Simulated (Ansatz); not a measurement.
F$_{3}$Sc (`[F][Sc]([F])[F]`). The species carries charge 0 and has multiplicity 1. The structure was optimised at the PBE0-D4/def2-TZVP level.

```xyz
4

F     0.312    1.322    1.237
Sc    0.000    0.000    0.000
F     0.150    0.367   -1.794
F    -0.462   -1.689    0.557
```

Q: What is the dipole moment at B3LYP/def2-TZVPP? (Best estimate.)

A: The calculation gave: 0.00 D, zero by symmetry or nearly so.

Q: Give the Mulliken charges with B3LYP, PBE, ωB97M-V in def2-TZVPP. (Estimate.)

A: The calculation gave: 
| atom | B3LYP | PBE | ωB97M-V |
| --- | --- | --- | --- |
| F1 | -0.42 | -0.37 | -0.41 |
| Sc2 | 1.25 | 1.10 | 1.23 |
| F3 | -0.42 | -0.37 | -0.41 |
| F4 | -0.42 | -0.37 | -0.41 |

B3LYP here is the variant with VWN-RPA as its local correlation; programs differ in this.

Program: Ansatz 0.2.0.
